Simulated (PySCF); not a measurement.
Radial density of Ru³⁺ (ruthenium, charge +3)

TPSSh, [Kr] 4d5, high-spin 6S determinant. Calculation: PySCF 2.14, in def2-TZVPPD with the def2 core potential (28 electrons) (6s4p3d2f1g, 56 functions); scalar relativity through the core potential. This is the valence pseudo-density: the core potential removes the inner electrons and smooths the orbitals near the nucleus.

```
r (bohr)  4πr²ρ (e/bohr)  4πr²(ρα − ρβ)
  0.0400       1.180e-05         0.0000
  0.0673       5.158e-05         0.0000
   0.113       0.0003306         0.0000
   0.190        0.003771         0.0010
   0.320         0.09396         0.0256
   0.539           2.629         0.5099
   0.906           13.25         3.3113
    1.52           6.573         3.2724
    2.56          0.5967         0.5187
    4.31        0.006748         0.0067
```

Energies and moments cover only the electrons outside the core potential.
